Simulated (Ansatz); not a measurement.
Saddle point of SnNH7S, singlet (SnNH₅ ([NH2][SnH3]) + H₂S → SnH₄S ([SH][SnH3]) + NH₃; bonds formed: Sn1–S7, N2–H6; bonds broken: Sn1–N2, H6–S7), PBE0-D4/def2-TZVP structure:

Sn1  (-1.028, 0.721, -0.256)
N2  (0.564, 0.104, 1.002)
H3  (-0.383, 1.739, -1.439)
H4  (-1.960, 1.652, 0.855)
H5  (-1.906, -0.652, -0.701)
H6  (1.140, -0.522, 0.071)
S7  (1.380, -1.117, -1.480)
H8  (0.282, -0.496, 1.771)
H9  (1.120, 0.863, 1.383)
H10  (0.791, -2.291, -1.204)
(Å)

Energies are electronic, without zero-point energy. Barriers and step energies count from the start structure reached by relaxing down the imaginary mode; all methods use the PBE0-D4 structures, on which another method's saddle can fall below an end. Computed with Ansatz 0.2.0 (basis: def2-TZVPP, with def2-QZVPP for the basis limit); correlated methods freeze the cores. Filled d shells of the heavier atoms are correlated. Core potentials replace the inner electrons of the atoms past krypton. The def2 sets are not built for correlating such inner shells, so the correlated values are less sure here. B3LYP uses VWN-RPA correlation. Extrapolation: Hartree–Fock as exp(−7.88 √X), correlation as X^−2.97.

```
      method  barrier (kcal/mol)  step energy (kcal/mol)
       SPW92                   ?                  -17.28
      PBE-D4                5.62                  -17.89
     BLYP-D4                8.29                  -16.51
   r2SCAN-D4                6.69                  -17.92
      B97M-V               10.04                  -18.00
     PBE0-D4                7.44                  -18.53
    B3LYP-D4                9.59                  -17.22
  r2SCAN0-D4                8.08                  -18.53
    BHLYP-D4               11.73                  -17.90
CAM-B3LYP-D4               10.93                  -16.49
     wB97X-V               11.06                  -16.87
     wB97M-V                   ?                  -17.29
      B2PLYP               11.03                  -17.08
    PBE-QIDH                9.42                  -18.16
  RPA on PBE               13.08                  -15.02
          HF               18.83                  -18.25
         MP2                   ?                  -16.89
        CCSD               13.54                  -16.34
     CCSD(T)               12.07                  -16.23
```

**Question.** Fill in the withheld barriers. (Judge from chemistry; the value comes from the calculation.)

**Answer.** The calculation gives: SPW92 1.25; wB97M-V 10.49; MP2 10.42 kcal/mol. Each is the energy of the saddle less that of the start structure, by the same method.

For comparison, the barrier by CCSD(T) at an estimated basis limit (MP2 extrapolated from triple and quadruple zeta, plus CCSD(T) − MP2 in triple zeta) is 10.33 kcal/mol.

T1 diagnostic: at most 0.013.

Exchanges of this kind with a chalcogen hydride build sulfide and selenide films.

Labels in which every atom is bracketed show which atoms are joined, not bond orders.

For scale, one of the runs: CCSD(T)/def2-TZVPP, 221 basis functions, launched by `ansatz run in.yaml --threads 4 --pin off --events-out ev --progress --plain --max-ram 9574MiB`. The run took 110 s on 4 CPU threads of an Arm Neoverse V1 (shared host), with 3.7 GiB of host memory at its peak.
